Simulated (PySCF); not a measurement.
Polarisability and C₆ of Sc⁺ (scandium, charge +1)

[Ar] 4s2, closed-shell 1S (an excited configuration). Calculation: PySCF 2.14, in aug-cc-pwCVTZ-DK with one added diffuse shell each of s, p, d, f, g type (11s10p8d5f4g, 152 functions); scalar relativity by spin-free X2C-1e. Coupled (time-dependent) response in atomic units; α is the mean over directions.

| method | mean α (bohr³) | C₆ (like pair) | S(−4) |
| --- | --- | --- | --- |
| B3LYP | 57.73 | 495.1 | 1630 |

S(−4) is the Cauchy moment in α(ω) = α(0) + S(−4) ω² + …

α(iu) at B3LYP:

```json
{"u (hartree)": "0", "α(iu) (bohr³)": "57.73"}
{"u (hartree)": "0.0500", "α(iu) (bohr³)": "53.94"}
{"u (hartree)": "0.100", "α(iu) (bohr³)": "45.14"}
{"u (hartree)": "0.200", "α(iu) (bohr³)": "27.77"}
{"u (hartree)": "0.300", "α(iu) (bohr³)": "17.46"}
{"u (hartree)": "0.500", "α(iu) (bohr³)": "8.756"}
{"u (hartree)": "0.750", "α(iu) (bohr³)": "5.040"}
{"u (hartree)": "1.00", "α(iu) (bohr³)": "3.455"}
{"u (hartree)": "1.50", "α(iu) (bohr³)": "2.025"}
{"u (hartree)": "2.00", "α(iu) (bohr³)": "1.354"}
{"u (hartree)": "3.00", "α(iu) (bohr³)": "0.7324"}
{"u (hartree)": "5.00", "α(iu) (bohr³)": "0.3187"}
```

For an ion, C₆ is the dispersion term alone; charge-induced terms of lower order in 1/R come first.
